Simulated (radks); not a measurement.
Results of a calculation; reference values are marked as such.
Ionisation of Ti7+, [Ne] 3s2 3p3, to Ti8+, [Ne] 3s2 3p2, under several functionals. Scalar-relativistic Kohn-Sham, spin-unpolarised, spherical densities, finite nucleus; a radial shooting solver on a logarithmic mesh with Libxc functionals. The NIST Atomic Spectra Database gives 170.5 eV (semi-empirical). Rank these functionals by the error of their Delta-SCF ionisation energy: MS2 meta-GGA; r2SCAN; exchange-only r2SCAN.

Answer. From best to worst: r2SCAN 166.84 eV (-3.7); MS2 meta-GGA 166.71 eV (-3.8); exchange-only r2SCAN 165.59 eV (-4.9). Spin polarisation and multiplet splitting are left out, so open shells lie too high by an amount that depends on their filling.

Beside tabulated values, note that spin-unpolarised runs miss the spin-polarisation part of the exchange energy of open shells.
